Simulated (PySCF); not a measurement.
**Electron correlation in Ti(7+) (titanium, charge +7)**

[Ne] 3s2 3p3, high-spin 4S determinant. Calculation: PySCF 2.14, in an even-tempered Gaussian basis (19 s from 0.32 bohr⁻², ratio 2.5; 12 p from 0.42 bohr⁻², ratio 2.5; 5 d from 2.8 bohr⁻², ratio 2.7; 5 f from 4.2 bohr⁻², ratio 2.7); scalar relativity by spin-free X2C-1e. Frozen: 1s2; 13 electrons correlated; the 22 highest virtual orbitals of each spin left out.

| level | correlation energy (mhartree) |
| --- | --- |
| CCSD | -459.32 |
| (T) | -3.30 |
| CCSD(T) | -462.62 |

Diagnostics: T1 = 0.0022, D1 = 0.0072, largest double amplitude 0.045.

Task: Is a single reference adequate?

Result: Yes, within this model without spin-orbit coupling: T1 lies below 0.03 and no double amplitude reaches 0.07.
